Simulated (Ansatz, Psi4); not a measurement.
**A ladder of methods for GaF (SMILES [F][Ga])**

GaF has 2 atoms, charge 0, and is taken as a singlet. As SMILES, `[F][Ga]`. Geometry: relaxed at PBE0-D4/def2-TZVP.

```xyz
2

F     0.0000    0.0000    0.0063
Ga    0.0000    0.0000    1.7929
```

Each level gives the vertical ionisation energy (to the doublet cation) (eV). The values are calculated.

| level | kind | program | value (eV) | CPU time (all runs) |
| --- | --- | --- | --- | --- |
| SVWN5/def2-TZVPPD | LDA | Ansatz | 10.78 | 5.6 s |
| revPBE/def2-TZVPPD | GGA | Psi4 | 10.32 | 49 s |
| r2SCAN/def2-TZVPPD | meta-GGA | Psi4 | 10.42 | 87 s |
| TPSSh/def2-TZVPPD | hybrid meta-GGA | Psi4 | 10.32 | 85 s |
| CAM-B3LYP/def2-TZVPPD | range-separated hybrid | Psi4 | 10.69 | 68 s |
| PBE-QIDH/def2-TZVPPD | double hybrid | Ansatz | 10.37 | 17 s |
| RPA@PBE/def2-TZVPPD | RPA | Ansatz | 10.61 | 13 s |
| BCCD(T)/def2-TZVPPD | coupled cluster or CI | Ansatz | 10.43 | 34 s |

All-electron rows without a relativistic Hamiltonian named are non-relativistic. The values span 10.32 to 10.78 eV. In the correlated wave-function rows the outer d shell of Ga is correlated, in sets not made for it. Times are those of the runs behind each value, whatever else they computed, on shared processors of several kinds: orders of magnitude only.
